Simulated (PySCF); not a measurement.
# Electron correlation in Mn (manganese, neutral)

[Ar] 3d4 4s2 4p1, one real determinant (an excited configuration). Calculation: PySCF 2.14, in def2-QZVPPD (11s6p5d4f2g, 100 functions); no relativity, point nucleus. Frozen: [Ne]; 15 electrons correlated.

MP2 pair energies summed by pair of shells (mhartree):

| pair | energy | share (%) |
| --- | --- | --- |
| 3p-3d | -140.93 | 33.1 |
| 3p-3p | -87.60 | 20.6 |
| 3d-3d | -42.10 | 9.9 |
| 3s-3p | -31.41 | 7.4 |
| 3d-4s | -25.52 | 6.0 |
| 3s-3d | -24.94 | 5.9 |
| 3p-4s | -21.49 | 5.0 |
| 4s-4s | -17.93 | 4.2 |
| 4s-4p | -17.23 | 4.0 |
| 3s-3s | -5.30 | 1.2 |
| 3d-4p | -4.73 | 1.1 |
| 3p-4p | -4.53 | 1.1 |
| 3s-4s | -1.92 | 0.5 |
| 3s-4p | -0.41 | 0.1 |

Total MP2 correlation energy: -426.05 mhartree.

Same-spin part -138.04 and opposite-spin part -288.01 mhartree; SCS-MP2 scales them by 1/3 and 6/5 to -391.62 mhartree.

The reference is one real determinant that mixes LS terms of this configuration.

This basis was not built for core-valence correlation, so the inner-shell part is incomplete.
